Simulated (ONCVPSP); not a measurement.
# gallium (Ga): excitation energies, all-electron against ONCV

Ga, optimised norm-conserving Vanderbilt (ONCV), made with ONCVPSP 4.0.1 (PBE, scalar-relativistic). Core [Ne], reference 3s2 3p6 3d10 4s2 (charge +1). Waves: 3s+4s: rc 1.00 bohr, ncon 4, nbas 8, qcut 14.2 1/bohr, 2 projectors; 3p: rc 0.90 bohr, ncon 4, nbas 9, qcut 17.7 1/bohr, 2 projectors, debl 3.8 Ha; 3d: rc 1.35 bohr, ncon 4, nbas 9, qcut 14.2 1/bohr, 2 projectors, debl 2.1 Ha. Local part: polynomial inside 0.80 bohr (lpopt 5, dvloc0 0 Ha). Core correction: none.

In the p channel the program set the typed energies aside and used -3.937, 0.250 Ha.

Energies are relative to the spin-unpolarised reference configuration 3s2 3p6 3d10 4s2; without spin polarisation the order of configurations can differ from experiment.

Task: Give the all-electron excitation energy and the error of the potential for: 3s2 3p6 3d10 4s2 4p1; 3s2 3p6 3d10 4s1; 3s2 3p6 3d10 4s0; 3s2 3p6 3d10 4s2 4p0.5.

Result:

```json
{"valence configuration": "3s2 3p6 3d10 4s2 4p1", "charge": "0", "ΔE all-electron (eV)": "-5.688", "error AE − PS (meV)": "+0.3"}
{"valence configuration": "3s2 3p6 3d10 4s1", "charge": "+2", "ΔE all-electron (eV)": "21.128", "error AE − PS (meV)": "-0.6"}
{"valence configuration": "3s2 3p6 3d10 4s0", "charge": "+3", "ΔE all-electron (eV)": "52.400", "error AE − PS (meV)": "+0.6"}
{"valence configuration": "3s2 3p6 3d10 4s2 4p0.5", "charge": "+0.5", "ΔE all-electron (eV)": "-3.658", "error AE − PS (meV)": "+0.2"}
```
